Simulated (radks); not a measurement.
Problem. P, configuration [Ne] 3s2 3p3 (the NIST ground configuration). Calculated with a radial shooting solver on a logarithmic mesh with Libxc functionals: scalar-relativistic Kohn-Sham, r2SCAN, spin-unpolarised, spherical densities, finite nucleus; meta-GGA in the generalised Kohn-Sham scheme; Fermi nuclear charge, rms radius 3.1889 fm. Some entries of the table are withheld. Estimate them.

orbital,occ.,eigenvalue (eV),<r> (bohr),<r^2> (bohr^2)
1s,2,(1),0.1036,0.01445
2s,2,(2),(3),0.3192
2p,6,(4),0.4844,0.2943
3s,2,-14.5006,(5),4.267
3p,3,(6),2.362,6.684

Solution. 
(1) 1s eigenvalue (eV): -2096.603
(2) 2s eigenvalue (eV): -178.4914
(3) 2s <r> (bohr): 0.5175
(4) 2p eigenvalue (eV): -126.9958
(5) 3s <r> (bohr): 1.914
(6) 3p eigenvalue (eV): -5.6182
